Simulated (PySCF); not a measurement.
SMILES CC(C)[SiH2][SiH2]C (GFN2-xTB optimised geometry):

```
20

C      2.242    -2.267    -0.515
Si     1.591    -0.559     0.000
Si    -0.725    -0.559     0.000
C     -1.398     1.232     0.000
C     -0.878     2.012     1.204
C     -2.923     1.262    -0.025
H      3.328    -2.296    -0.522
H      1.898    -3.038     0.168
H      1.900    -2.536    -1.510
H      2.177    -0.253     1.315
H      2.175     0.430    -0.922
H     -1.318    -1.238    -1.166
H     -1.309    -1.235     1.172
H     -1.041     1.740    -0.904
H     -1.213     1.549     2.131
H     -1.244     3.038     1.190
H      0.211     2.039     1.210
H     -3.305     0.744    -0.902
H     -3.292     2.287    -0.046
H     -3.328     0.775     0.860
```

Calculation: CAM-B3LYP/def2-SVP in PySCF.

Question: What are the frontier orbital energies and the dipole moment?

Answer: HOMO-2 -10.39 eV, HOMO-1 -9.76 eV, HOMO -8.97 eV, LUMO 1.28 eV, LUMO+1 1.81 eV; dipole moment 0.19 D.

Meta-Löwdin charges at CAM-B3LYP/def2-SVP: C1 -0.52, Si2 0.40, Si3 0.38, C4 -0.25, C5 -0.28, C6 -0.28, H7 0.11, H8 0.11, H9 0.11, H10 -0.10, H11 -0.10, H12 -0.10, H13 -0.10, H14 0.09, H15 0.09, H16 0.09, H17 0.09, H18 0.09, H19 0.09, H20 0.09.
